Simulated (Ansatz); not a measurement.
Saddle point of BHOF₂, singlet (BHOF₂ ([OH][B]([F])[F]) → BOF + HF; bonds formed: F2–H4; bonds broken: B1–F2, O3–H4), PBE0-D4/def2-TZVP structure:

```csv
atom,x (Å),y (Å),z (Å)
B1,-0.0820,0.3211,0.4128
F2,0.5283,-1.0367,-0.4580
O3,-0.6989,0.8272,-0.5543
H4,-0.0616,-0.3920,-1.0398
F5,0.3142,0.2803,1.6393
```

Energies are electronic, without zero-point energy. Barriers and step energies count from the start structure reached by relaxing down the imaginary mode; all methods use the PBE0-D4 structures, on which another method's saddle can fall below an end. Ansatz 0.2.0; basis: def2-TZVPP, with def2-QZVPP for the basis limit; cores frozen in the correlated methods. B3LYP uses VWN-RPA correlation. Extrapolation: Hartree–Fock as exp(−7.88 √X), correlation as X^−2.97.

```
      method  barrier (eV)  step energy (eV)
       SPW92         2.512             2.493
      PBE-D4             ?             2.197
     BLYP-D4         2.577             2.055
   r2SCAN-D4             ?             2.411
      B97M-V         2.911             2.377
     PBE0-D4         2.819             2.389
    B3LYP-D4         2.801             2.240
  r2SCAN0-D4         2.949             2.522
    BHLYP-D4         3.103             2.460
CAM-B3LYP-D4         2.867             2.363
     wB97X-V         2.867             2.396
     wB97M-V         2.811             2.356
      B2PLYP         2.821             2.235
    PBE-QIDH             ?             2.437
  RPA on PBE         2.812             2.242
          HF         3.499             2.547
         MP2         2.805             2.236
        CCSD         3.009             2.368
     CCSD(T)         2.890             2.316
```

Task: Fill in the withheld barriers. (To be estimated.)

Result: The calculation gives: PBE-QIDH 2.938; PBE-D4 2.543; r2SCAN-D4 2.768 eV. Each is the energy of the saddle less that of the start structure, by the same method.

For comparison, the barrier by CCSD(T) at an estimated basis limit (MP2 extrapolated from triple and quadruple zeta, plus CCSD(T) − MP2 in triple zeta) is 2.888 eV.

No T1 diagnostic of these runs exceeds 0.016.

Labels in which every atom is bracketed show which atoms are joined, not bond orders.

For scale, one of the runs: CCSD(T)/def2-TZVPP, 138 basis functions, launched by `ansatz run in.yaml --threads 2 --pin off --events-out ev --progress --plain --max-ram 4352MiB`. The run took 23 s on 2 CPU threads of an Intel Xeon Platinum 8259CL (shared host), with 0.87 GiB of host memory at its peak.
